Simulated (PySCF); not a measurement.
Species: C3H6N2Si.
Bonds: Si1–N2, N2–C3 (aromatic), C3–C4 (aromatic), C4–N5 (aromatic), N5–C6 (aromatic), N2–C6 (aromatic). Hydrogens: H7, H8, H9 on Si1; H10 on C3; H11 on C4; H12 on C6.

The same species was optimised twice, with GFN2-xTB and with PBE0-D3(BJ)/def2-SVP (PySCF), and the same property calculations (PySCF, gas phase) were run on both structures.

```
   coordinate  GFN2-xTB  PBE0-D3(BJ)/def2-SVP  change
   Si1–N2 (Å)     1.751                 1.776  +0.025
    C3–C4 (Å)     1.359                 1.371  +0.012
    N2–C6 (Å)     1.365                 1.375  +0.010
    N5–C6 (Å)     1.295                 1.304  +0.009
    N2–C3 (Å)     1.375                 1.383  +0.008
    C4–N5 (Å)     1.365                 1.369  +0.004
Si1–N2–C6 (°)     128.6                 127.1    -1.5
 N2–C3–C4 (°)     107.1                 106.1    -1.0
Si1–N2–C3 (°)     126.8                 127.5    +0.7
 C3–C4–N5 (°)     109.6                 110.4    +0.8
 C3–N2–C6 (°)     104.6                 105.3    +0.7
 N2–C6–N5 (°)     113.2                 112.8    -0.4
 C4–N5–C6 (°)     105.5                 105.4    -0.1
```

Rotational constants: A = 8933, B = 2118, C = 1747 MHz (GFN2-xTB) against A = 8751, B = 2077, C = 1713 MHz (PBE0-D3(BJ)/def2-SVP). Point groups within 0.08 Å: Cs and Cs.

On the GFN2-xTB structure: lowest singlet, TDDFT (eV) 6.16 [CAM-B3LYP/def2-SVPD]; lowest triplet, Tamm–Dancoff (eV) 4.46 [CAM-B3LYP/def2-SVPD]; isotropic polarisability (au) 70.7 [CAM-B3LYP/def2-SVPD]; HOMO (eV) -8.09 [CAM-B3LYP/def2-SVPD]; LUMO (eV) 0.80 [CAM-B3LYP/def2-SVPD]; dipole (D) 3.69 [CAM-B3LYP/def2-SVPD]; HOMO (eV) -6.78 [PBE0/pcSseg-1]; LUMO (eV) 0.02 [PBE0/pcSseg-1]; dipole (D) 3.69 [PBE0/pcSseg-1]; GIAO shielding of Si1 (ppm) 404.1 [PBE0/pcSseg-1]; GIAO shielding of N2 (ppm) 95.0 [PBE0/pcSseg-1]; GIAO shielding of C3 (ppm) 62.8 [PBE0/pcSseg-1]; GIAO shielding of C4 (ppm) 47.3 [PBE0/pcSseg-1]; GIAO shielding of N5 (ppm) -43.0 [PBE0/pcSseg-1]; GIAO shielding of C6 (ppm) 42.2 [PBE0/pcSseg-1].

Problem. What do these properties become on the PBE0-D3(BJ)/def2-SVP structure?

Solution. 
```csv
property,level,on GFN2-xTB,on PBE0-D3(BJ)/def2-SVP,change
"lowest singlet, TDDFT (eV)",CAM-B3LYP/def2-SVPD,6.16,6.15,-0.01
"lowest triplet, Tamm–Dancoff (eV)",CAM-B3LYP/def2-SVPD,4.46,4.34,-0.12
isotropic polarisability (au),CAM-B3LYP/def2-SVPD,70.7,72.7,+2.0
HOMO (eV),CAM-B3LYP/def2-SVPD,-8.09,-8.08,+0.01
LUMO (eV),CAM-B3LYP/def2-SVPD,0.80,0.83,+0.03
dipole (D),CAM-B3LYP/def2-SVPD,3.69,3.59,-0.10
"energy, GFN2-xTB geometry as zero (kcal/mol)",CAM-B3LYP/def2-SVPD,0.0,-1.4,-1.4
HOMO (eV),PBE0/pcSseg-1,-6.78,-6.77,+0.01
LUMO (eV),PBE0/pcSseg-1,0.02,0.06,+0.04
dipole (D),PBE0/pcSseg-1,3.69,3.57,-0.12
"energy, GFN2-xTB geometry as zero (kcal/mol)",PBE0/pcSseg-1,0.0,-1.1,-1.1
GIAO shielding of Si1 (ppm),PBE0/pcSseg-1,404.1,401.7,-2.4
GIAO shielding of N2 (ppm),PBE0/pcSseg-1,95.0,90.0,-5.0
GIAO shielding of C3 (ppm),PBE0/pcSseg-1,62.8,60.1,-2.7
GIAO shielding of C4 (ppm),PBE0/pcSseg-1,47.3,44.8,-2.5
GIAO shielding of N5 (ppm),PBE0/pcSseg-1,-43.0,-46.1,-3.1
GIAO shielding of C6 (ppm),PBE0/pcSseg-1,42.2,39.4,-2.8
```

The heavy atoms differ by 0.017 Å rms after alignment. Among bonds between heavy atoms Si1–N2 changes most (+0.025 Å). Changes are differences of the printed values. Neither structure is proved a minimum here.
